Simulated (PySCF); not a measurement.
**How methods differ on the excitation energy of As**

As [Ar] 3d10 4s2 4p3 (4S) → As [Ar] 3d10 4s1 4p4, s spin flipped, as a difference of total energies. All numbers are calculated (PySCF 2.14, scalar relativity by spin-free X2C-1e, in aug-cc-pVDZ-DK). Correlated levels: valence: [Ar] 3d10 frozen. The calculations carry no spin-orbit coupling.

```
           method  excitation energy (eV)
              UHF                  13.521
              LDA                  10.822
              PBE                  10.865
             PBE0                  11.501
           r2SCAN                  11.480
            B3LYP                  11.197
           B2PLYP                  11.478
          wB97X-V                  11.615
            TPSSh                  11.284
    MP2 (valence)                  12.218
SCS-MP2 (valence)                  11.971
```

**Question.** How much does correlation contribute at MP2 (valence)?

**Answer.** 12.218 − (13.521) = -1.303 eV, measured against UHF.

The upper determinant mixes two multiplicities, so it lies between the two terms.

The upper state lies above the first ionisation limit, where it may autoionise and the basis confines it.
